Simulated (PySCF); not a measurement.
Vertical excitations of a molecule CH₃ClF₂OSi from TDA-PBE/def2-SVPD (PySCF), as energy in eV (oscillator strength): 5.97 (0.012), 6.41 (0.032), 7.04 (0.004), 7.13 (0.013), 7.44 (0.010), 7.64 (0.026), 7.86 (0.036), 7.88 (0.036), 7.96 (0.037), 8.04 (0.019). Lowest triplet (TDA): 5.71 eV. The structure is a stationary point at B3LYP-D3(BJ)/def2-SVP. Other conformers were not sampled.

Q: Which structure fits?
(A) O[Si@H](Cl)C(F)F
(B) OC[Si](F)(F)Cl
(C) CO[Si](F)(F)Cl
(D) O[Si@](F)(Cl)CF

A: B, OC[Si](F)(F)Cl
